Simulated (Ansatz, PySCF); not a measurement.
Gas-phase reaction (SMILES): C[C@H](O)C(F)F [(2S)-1,1-difluoropropan-2-ol] + 4 C (CH4) → 2 CC (C2H6) + 2 CF (CH3F) [fluoromethane] + CO (CH4O) [methanol]; bond separation energy.

Structures are relaxed separately at B3LYP-D3(BJ)/def2-TZVP in Ansatz (a program for electronic structure), one conformer each, not searched for the lowest. Correlated levels leave the core frozen unless marked. Spin-orbit coupling is left out. Non-relativistic. CBS(X,Y): correlation extrapolated as X^-3; Hartree-Fock from the larger set. The bracket is a focal-point correction in the basis named. Thermal terms are rigid-rotor harmonic-oscillator values from B3LYP-D3(BJ) frequencies (Ansatz or PySCF) at 298.15 K and 1 atm. 1 Eh = 627.5095 kcal/mol.

```json
[
 {"species": "C[C@H](O)C(F)F", "E, RI-MP2/CBS(cc-pVTZ,cc-pVQZ)+[CCSD(T)-MP2]/cc-pVTZ (Ansatz) (Eh)": "-392.51091", "E, PBE-D3(BJ)/def2-TZVPD (Ansatz + dftd3) (Eh)": "-392.58647", "H - E (Eh)": "0.10064", "G - E (Eh)": "0.06215"},
 {"species": "C (CH4)", "E, RI-MP2/CBS(cc-pVTZ,cc-pVQZ)+[CCSD(T)-MP2]/cc-pVTZ (Ansatz) (Eh)": "-40.46125", "E, PBE-D3(BJ)/def2-TZVPD (Ansatz + dftd3) (Eh)": "-40.46420", "H - E (Eh)": "0.04840", "G - E (Eh)": "0.02728"},
 {"species": "CC (C2H6)", "E, RI-MP2/CBS(cc-pVTZ,cc-pVQZ)+[CCSD(T)-MP2]/cc-pVTZ (Ansatz) (Eh)": "-79.71807", "E, PBE-D3(BJ)/def2-TZVPD (Ansatz + dftd3) (Eh)": "-79.73427", "H - E (Eh)": "0.07887", "G - E (Eh)": "0.05302"},
 {"species": "CF (CH3F)", "E, RI-MP2/CBS(cc-pVTZ,cc-pVQZ)+[CCSD(T)-MP2]/cc-pVTZ (Ansatz) (Eh)": "-139.63110", "E, PBE-D3(BJ)/def2-TZVPD (Ansatz + dftd3) (Eh)": "-139.65003", "H - E (Eh)": "0.04297", "G - E (Eh)": "0.01769"},
 {"species": "CO (CH4O)", "E, RI-MP2/CBS(cc-pVTZ,cc-pVQZ)+[CCSD(T)-MP2]/cc-pVTZ (Ansatz) (Eh)": "-115.61425", "E, PBE-D3(BJ)/def2-TZVPD (Ansatz + dftd3) (Eh)": "-115.63404", "H - E (Eh)": "0.05533", "G - E (Eh)": "0.02827"}
]
```

Work out ΔE and ΔH, ΔG, ΔS and the equilibrium constant at 298.15 K at the first level, then ΔH at the second.


1. ΔE = [2×(-79.71807) + 2×(-139.63110) + (-115.61425)] - [(-392.51091) + 4×(-40.46125)] = 0.04332 Eh = 27.2 kcal/mol at RI-MP2/CBS(cc-pVTZ,cc-pVQZ)+[CCSD(T)-MP2]/cc-pVTZ.
2. The terms H - E add up to 0.00477 Eh, so ΔH = (0.04332 + (0.00477))×627.5095 = 30.2 kcal/mol.
3. The terms G - E add up to -0.00158 Eh, so ΔG = 26.2 kcal/mol, and ΔS = (0.00477 - (-0.00158))×627509.5/298.15 = 13.4 cal/(mol K).
4. log10 K = -ΔG/(RT ln 10) = -19.2, with RT ln 10 = 1.3642 kcal/mol.
5. At PBE-D3(BJ)/def2-TZVPD the same steps give ΔE = 25.5 and ΔH = 28.5 kcal/mol, a shift of -1.7 from the first level.
6. These values are not checked against measurement here, since the tables used lack a sound gas-phase enthalpy of formation for at least one species.
